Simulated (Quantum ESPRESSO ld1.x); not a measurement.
Input (ld1.x (Quantum ESPRESSO 7.5)):

```
 &input
    atom='Ba',
    iswitch=1,
    rel=1,
    dft='PZ',
    config='[Xe] 6s2',
    verbosity='high',
    prefix='ld1',
    max_out_wfc=37,
    file_charge='ld1.rho',
 /
```

Command: `OMP_NUM_THREADS=1 ld1.x < ld1.in > ld1.out`

It prints (banner and zero overlaps left out):

```
     Program LD1 v.7.5 starts

     --------------------------- All-electron run ----------------------------

     scalar relativistic calculation

     atomic number is 56.00
     dft =PZ   lsd =0 sic =0 latt =0  beta=0.20 tr2=1.0E-14
     Exchange-correlation= PZ
                           (   1   1   0   0   0   0   0)
     mesh =2079 r(mesh) =  99.34993 a.u. xmin = -8.00 dx = 0.00800
     1 Ry =  13.60569312 eV, c = 137.03599908

     n l     nl                  e(Ry)          e(Ha)          e(eV)
     1 0     1S 1( 2.00)   -2735.684353693   -1367.842176847 -37220.8817977
     2 0     2S 1( 2.00)    -432.480392617    -216.240196309  -5884.1955037
     2 1     2P 1( 6.00)    -388.012102281    -194.006051140  -5279.1735916
     3 0     3S 1( 2.00)     -91.255012897     -45.627506449  -1241.5877014
     3 1     3P 1( 6.00)     -76.997635511     -38.498817756  -1047.6062000
     4 0     4S 1( 2.00)     -17.878924596      -8.939462298   -243.2551614
     4 1     4P 1( 6.00)     -13.275015653      -6.637507827   -180.6157892
     3 2     3D 1(10.00)     -56.233866250     -28.116933125   -765.1007273
     5 0     5S 1( 2.00)      -2.484214404      -1.242107202    -33.7994588
     5 1     5P 1( 6.00)      -1.381994914      -0.690997457    -18.8029987
     4 2     4D 1(10.00)      -6.589137980      -3.294568990    -89.6497893
     6 0     6S 1( 2.00)      -0.246311874      -0.123155937     -3.3512438

     final scf error:  3.0E-15 reached in  30 iterations

     Etot =  -16258.624802 Ry,   -8129.312401 Ha, -221209.859659 eV

     Ekin =   17160.042937 Ry,    8580.021469 Ha,  233474.278184 eV
     Encl =  -39353.516061 Ry,  -19676.758030 Ha, -535431.862836 eV
     Eh   =    6317.199139 Ry,    3158.599570 Ha,   85949.872882 eV
     Exc  =    -382.350818 Ry,    -191.175409 Ha,   -5202.147889 eV
```

Run on one thread of a shared host, so times are rough (Intel(R) Xeon(R) Processor @ 2.60GHz): 0.69 s of CPU time, 0.73 s wall, 30 iterations on 2079 mesh points.
